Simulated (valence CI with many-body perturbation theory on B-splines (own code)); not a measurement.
**Sensitivity of CI+MBPT for La⁵⁰⁺**

Computed by valence CI with perturbative core correlation (CI+MBPT): five valence electrons over a frozen Dirac-Fock core [He], radial functions for each j: 6 s, 6 p, 5 d, 3 f, 1 g, with the one-electron correlation potential Σ1, the two-electron term Σ2, the three-electron term Σ3, Breit, model QED; selected CI, second order for the rest (own B-spline code, finite nucleus).

No measured spectrum was set against this ion. As an estimate, large intervals hold to a few tenths of a per cent, small ones and those within an open d or f shell to about a per cent. Among the levels kept, up to 2400 cm⁻¹ of a level comes from second order outside the variational space, and about a tenth of that is noise between levels of different J, which matters for small intervals.

The reference run has the lowest level (2s^2 2p1/2^2 2p3/2) J=3/2 and an ionisation energy of 9436.68 eV. Its largest variational space holds 10000 state functions.

Levels are named by their leading jj configuration (3d3/2^4 stands for four electrons in 3d with j = 3/2), which in mixed levels can hold well under half, so a name can repeat and another be missing. Letters in brackets count levels of one name in rising energy.

| Level | Reference (cm⁻¹) | Shift (cm⁻¹) |
| --- | --- | --- |
| (2s^2 2p1/2 2p3/2^2) J=3/2 | 3339520 | +16 |
| (2s^2 2p1/2 2p3/2^2) J=5/2 | 3507250 | +15 |
| (2s^2 2p1/2 2p3/2^2) J=1/2 | 3782090 | +16 |
| (2s 2p1/2^2 2p3/2^2) J=5/2 | 5235860 | -16 |
| (2s 2p1/2^2 2p3/2^2) J=1/2 | 5833250 | -16 |
| (2s 2p1/2^2 2p3/2^2) J=3/2 | 5845810 | -16 |
| (2s^2 2p3/2^3) J=3/2 | 7131750 | +32 |
| (2s 2p1/2 2p3/2^3) J=3/2 [a] | 8744610 | +0.1 |
| (2s 2p1/2 2p3/2^3) J=5/2 | 9020210 | -0.8 |
| (2s 2p1/2 2p3/2^3) J=1/2 | 9347130 | 0 |
| (2s 2p1/2 2p3/2^3) J=3/2 [b] | 9434490 | -0.9 |
| (2p1/2^2 2p3/2^3) J=3/2 | 11529800 | -31 |

The ionisation energy moves by +0.0027 eV.

**Question.** Which of these changes was made?
A. factor on the speed of light 1 → 1.1
B. highest l with Σ1, explicit Σ2 and valence Breit (higher l get mean screening factors) 3 → 0
C. box radius (bohr) 1.1445 → 2.15
D. cutoff of virtual states (hartree) 6498 → 5040

**Answer.** C. box radius (bohr) 1.1445 → 2.15.
